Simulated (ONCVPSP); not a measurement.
## Cs (Z = 55): one change to an ONCV potential, before and after

| Quantity | Value |
| --- | --- |
| Element | Cs (Z = 55) |
| Generator | ONCVPSP 4.0.1 |
| Type | optimised norm-conserving Vanderbilt (ONCV) |
| Functional | PBE |
| Relativity | scalar-relativistic |
| Frozen core | [Kr] 4d10 |
| Valence charge | 9 |
| Reference configuration | 5s2 5p6 (charge +1) |
| Partial waves | 5s: rc 2.25 bohr, ncon 3, nbas 7, qcut 5.4 1/bohr, 3 projectors, debl 1.3 Ha; 5p: rc 3.20 bohr, ncon 5, nbas 9, qcut 5.1 1/bohr, 1 projector; d scattering state at 0.02 Ha: rc 3.45 bohr, ncon 4, nbas 7, qcut 3 1/bohr, 2 projectors, debl 2.6 Ha |
| Local potential | polynomial inside 1.90 bohr (lpopt 3, dvloc0 0 Ha) |
| Core correction | none |

In the d channel the program set the typed energies aside and used 0.050, 2.650 Ha.

Change: p: qcut 5.7.

Cutoffs: the cutoffs (Ha) at which the residual kinetic energy of the hardest occupied pseudo-wave falls to 1 and 0.1 mHa per electron; they do not see the model core or the augmentation charge, which bear on the density cutoff. Errors are all-electron minus pseudo energies relative to the spin-unpolarised reference configuration.

Question: Predict the effect on cutoff, ghosts and configuration errors.

Answer: The potential gets neither clearly harder nor softer (9.6 Ha and 11 Ha → 9.6 Ha and 11 Ha); the s channel sets the loose cutoff, while the largest relative change is in p, which becomes harder; of the 4 tests that both files solve, the error grows in 0 and shrinks in 2 by more than 15 % and 0.3 meV (median size 5.5 → 4.3 meV); neither file shows a bound ghost.

| quantity | base | changed |
| --- | --- | --- |
| cutoff, loose | 9.6 Ha | 9.6 Ha |
| cutoff, tight | 11 Ha | 11 Ha |
| loose cutoff by channel | s 9.6 Ha, p 5.7 Ha | s 9.6 Ha, p 7.9 Ha |
| bound ghosts | none | none |
| GHOST(+) flags under 300 eV | s at 169.6 eV, d at 263.4 eV | s at 169.6 eV, d at 263.4 eV |
| error for 5s2 5p6 6s1, meV [ΔE -3.86 eV] | +0.3 | +0.3 |
| error for 5s2 5p6 6s0.5, meV [ΔE -2.39 eV] | +0.2 | +0.2 |
| error for 5s2 5p6 6p1, meV [ΔE -2.49 eV] | +11 | +8.3 |
| error for 5s2 5p5 6s1, meV [ΔE 14.00 eV] | -13 | -11 |
| s: phases at 2.29 bohr within 0.05 rad from the reference energy up to (Ha; the scan ends near 5) | to the end of the scan | to the end of the scan |
| p: phases at 3.24 bohr within 0.05 rad from the reference energy up to (Ha; the scan ends near 5) | 0.0 | 0.1 |
| d: phases at 3.50 bohr within 0.05 rad from the reference energy up to (Ha; the scan ends near 5) | 0.9 | 0.9 |
